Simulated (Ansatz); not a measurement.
Stepwise reaction of `[SiH3][Sn]([SiH3])([Cl])[Cl]` with hydrogen, as a gas-phase model of exchange steps in deposition or etching. ΔE in kJ/mol; ΔG adds harmonic PBE0-D4 terms to CCSD(T)/CBS, at 1 bar.

Program: Ansatz. Geometries: PBE0-D4/def2-TZVP. ΔE: electronic, gas phase. CCSD(T)/CBS adds triple-zeta CCSD(T) − MP2 to the extrapolated MP2 energy (def2 sets, frozen cores). This one scheme is used for every species. DFT in def2-TZVPP. B3LYP here is the variant with VWN-RPA as its local correlation; programs differ in this. Elements past krypton have def2 core potentials. For Sn outer-core shells are correlated without core-valence functions, which leaves a few kJ/mol of doubt a bond.

| step | reaction | PBE-D4 | B3LYP-D4 | ωB97M-V | CCSD(T)/CBS | ΔG(400 K) |
| --- | --- | --- | --- | --- | --- | --- |
| 2 | `[SiH3][SnH]([Cl])[Cl]` + H₂ → `[Cl][SnH2][Cl]` + SiH₄ | 26.9 | 18.0 | 11.9 | 18.8 | 21.7 |

Q: Give the row of step 1, `[SiH3][Sn]([SiH3])([Cl])[Cl]` + H₂ → `[SiH3][SnH]([Cl])[Cl]` + SiH₄. (Best estimate.)

A: Ansatz gave: 
```
step                                                              reaction  PBE-D4  B3LYP-D4  ωB97M-V  CCSD(T)/CBS  ΔG(400 K)
   1  `[SiH3][Sn]([SiH3])([Cl])[Cl]` + H₂ → `[SiH3][SnH]([Cl])[Cl]` + SiH₄    28.5      19.3     12.9         18.9       16.9
```

Q: By hand: ΔE of the 2 steps together at CCSD(T)/CBS.

A: (18.9) + (18.8) = 37.7 kJ/mol, or 18.9 kJ/mol a step.

In ΔE the steps differ by no more than 0.1 kJ/mol. All are uphill at CCSD(T)/CBS. ΔG lies between 16.9 and 21.7 kJ/mol a step. PBE-D4 differs from CCSD(T)/CBS by 8.1 to 9.6 kJ/mol a step. Only this route is followed, and other bonds may react first. Isolated molecules leave out the surface, adducts and barriers. Largest T1 diagnostic: 0.012.
